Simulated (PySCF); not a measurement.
**Sr: electron affinity**

Sr⁻ [Kr] 5s2 5p1 (2P) → Sr [Kr] 5s2 (1S), as a difference of total energies. All numbers are calculated (PySCF 2.14, scalar relativity through the core potential, in def2-TZVPPD with one added diffuse shell each of s, p, d type with the def2 core potential (28 electrons) (7s5p4d1f, 49 functions)). Correlated levels: valence: 4s2 4p6 frozen; valence and next inner shell: nothing frozen outside the core potential. The calculations carry no spin-orbit coupling.

```json
{"method": "UHF", "electron affinity (eV)": "-0.170", "difference from reference (eV)": "-0.222"}
{"method": "PBE", "electron affinity (eV)": "0.072", "difference from reference (eV)": "+0.020"}
{"method": "PBE0", "electron affinity (eV)": "0.076", "difference from reference (eV)": "+0.024"}
{"method": "r2SCAN", "electron affinity (eV)": "0.131", "difference from reference (eV)": "+0.079"}
{"method": "LC-wPBE", "electron affinity (eV)": "0.116", "difference from reference (eV)": "+0.064"}
{"method": "MP2 (valence)", "electron affinity (eV)": "-0.106", "difference from reference (eV)": "-0.158"}
{"method": "SCS-MP2 (valence)", "electron affinity (eV)": "-0.134", "difference from reference (eV)": "-0.186"}
{"method": "CCSD (valence)", "electron affinity (eV)": "0.011", "difference from reference (eV)": "-0.041"}
{"method": "CCSD(T) (valence)", "electron affinity (eV)": "0.038", "difference from reference (eV)": "-0.014"}
{"method": "MP2 (valence and next inner shell)", "electron affinity (eV)": "-0.186", "difference from reference (eV)": "-0.238"}
{"method": "SCS-MP2 (valence and next inner shell)", "electron affinity (eV)": "-0.198", "difference from reference (eV)": "-0.250"}
{"method": "CCSD (valence and next inner shell)", "electron affinity (eV)": "-0.048", "difference from reference (eV)": "-0.100"}
{"method": "CCSD(T) (valence and next inner shell)", "electron affinity (eV)": "-0.031", "difference from reference (eV)": "-0.083"}
```

Reference: 0.052 eV (measured; photodetachment measurements, as compiled on the Wikipedia data page of electron affinities).

The reference lies between the lowest fine-structure levels, while these numbers refer to the centres of the terms.

Errors of the correlated levels include the incompleteness of this basis and the frozen core.

A negative affinity means that the anion lies above the atom at that level of theory.

The coupled-cluster amplitudes are large for Sr⁻ (T1 above 0.03 or a double amplitude above 0.15), so a single reference is strained.

In the anion the highest occupied orbital energy is positive at PBE, PBE0, r2SCAN, a self-interaction effect; the basis confines that electron, and the energy difference can still be sensible.
